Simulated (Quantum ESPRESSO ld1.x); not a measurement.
The numbers below are computed, except where a source is named.
The rhodium ion Rh+, configuration [Kr] 4d8 (the NIST ground configuration). Level of theory: Dirac Kohn-Sham, PW91, spin-unpolarised, spherical densities, point nucleus; open shells fill j = l - 1/2 first (ld1.x of Quantum ESPRESSO 7.5).

Spin-orbit splittings of the eigenvalues, e(l+1/2) - e(l-1/2), with zeta = 2 splitting/(2l+1) and mean radii in bohr:

2p: occ. 6; splitting (eV) 144.7; zeta (eV) 96.46; <r> j=l-1/2 0.1203; <r> j=l+1/2 0.1252
3p: occ. 6; splitting (eV) 24.89; zeta (eV) 16.59; <r> j=l-1/2 0.3831; <r> j=l+1/2 0.3938
3d: occ. 10; splitting (eV) 4.908; zeta (eV) 1.963; <r> j=l-1/2 0.3684; <r> j=l+1/2 0.3718
4p: occ. 6; splitting (eV) 3.898; zeta (eV) 2.599; <r> j=l-1/2 1.061; <r> j=l+1/2 1.093
4d: occ. 8; splitting (eV) 0.4021; zeta (eV) 0.1608; <r> j=l-1/2 1.534; <r> j=l+1/2 1.556
